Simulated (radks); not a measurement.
Question: Coherent X-ray form factor from a spherical all-electron density. Method: non-relativistic Kohn-Sham, TPSS, spin-polarised, spherical densities, point nucleus; meta-GGA in the generalised Kohn-Sham scheme; computed with a radial shooting solver on a logarithmic mesh with Libxc functionals.

sin(theta)/lambda (1/angstrom)  f0 (electrons)
0.05                                    54.821
0.1                                     54.290
0.15                                    53.423
0.2                                     52.248
0.25                                    50.801
0.3                                     49.121
0.4                                     45.255
0.5                                     41.024
0.6                                     36.771
0.8                                     29.169
1                                       23.501
1.25                                    18.989
1.5                                     16.299
2                                       12.784

The species is in the configuration that NIST lists as its ground one. Which atom or ion scatters so?

Answer: The lutetium ion Lu16+, [Kr] 4d10 4f9. Extrapolating in s^2 from the first two rows gives f0(0) = 55.0, near the electron count 55; among species with that count, the fall with angle is slower the higher Z, and the table is that of Z = 71; from so few rows the species is fixed only to a neighbour or two.
